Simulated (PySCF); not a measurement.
Species: Ge3H10OSi.
Cartesian coordinates in Å at the PBE0-D3(BJ)/def2-SVP level; atoms count from 1:
```
atom  x, y, z in Å
Si1   -1.2084    1.5049   -1.9406
Ge2   -0.2192    0.7971    0.1103
Ge3   -1.4712   -0.9762    1.2183
O4     1.3957    0.1957   -0.3754
Ge5    2.5313   -0.8673    0.4820
H6    -0.3558    2.5366   -2.6033
H7    -2.5635    2.0802   -1.6752
H8    -1.3513    0.3210   -2.8406
H9    -0.0192    1.9690    1.1048
H10   -1.5516   -2.2228    0.3187
H11   -0.8148   -1.3710    2.5551
H12   -2.9029   -0.4817    1.5045
H13    3.0784   -0.1435    1.7298
H14    1.7920   -2.1552    0.9059
H15    3.6548   -1.1789   -0.5172
```

Computed, not measured: TDDFT B3LYP/def2-SVPD, vertical, gas phase, core orbitals frozen in the response in PySCF 2.14.0, density-fitted response routines. Relativistic effects, spin–orbit coupling among them, are left out although an element past zinc is present.

Ground-to-excited transition dipoles (e·a0, same axes as the geometry; the sign carries no meaning), for the states with f of 0.002 or more among the lowest 8:

| state | E (eV) | μx | μy | μz |
| --- | --- | --- | --- | --- |
| S1 | 5.398 | -0.038 | 0.081 | -0.109 |
| S2 | 5.714 | -0.174 | -0.016 | 0.000 |
| S3 | 6.183 | 0.357 | 0.540 | -0.592 |
| S4 | 6.333 | -0.224 | -0.921 | 0.978 |
| S5 | 6.480 | -0.281 | 0.074 | -0.349 |
| S6 | 6.560 | 0.235 | 0.138 | -0.186 |
| S8 | 6.751 | 0.480 | 0.069 | 0.675 |

(1) Work out the oscillator strengths.

(2) Which bond between heavy atoms lies closest to the direction of the S4 transition dipole?

(3) What angle do the transition dipoles of S4 and S8 make?

(4) What peak molar absorption coefficient would the strongest computed level give as a lone Gaussian band 0.5 eV wide at half height?

Answers

(1) f = (2/3) ΔE |μ|² with ΔE in hartree (27.2114 eV).

| state | \|μ\|² (au) | \|μ\| (D) | f |
| --- | --- | --- | --- |
| S1 | 0.020 | 0.36 | 0.003 |
| S2 | 0.030 | 0.44 | 0.004 |
| S3 | 0.769 | 2.23 | 0.116 |
| S4 | 1.855 | 3.46 | 0.288 |
| S5 | 0.206 | 1.15 | 0.033 |
| S6 | 0.109 | 0.84 | 0.018 |
| S8 | 0.690 | 2.11 | 0.114 |

(2) Ge2–Ge3, at 25° from it; next Si1–Ge2 at 41°.

(3) |cos θ| = |μa·μb| / (|μa| |μb|) = 0.43, so θ ≈ 64° (taken between 0 and 90°, since the signs are arbitrary).

(4) ε(max) = 2.175×10⁸ f / FWHM, with the width in cm⁻¹. S4: 2.175×10⁸ × 0.2878 / 4033 ≈ 16000 L mol⁻¹ cm⁻¹.

All these states lie below the vertical ionisation energy of 9.12 eV (ΔSCF).

One conformer stands for the species.
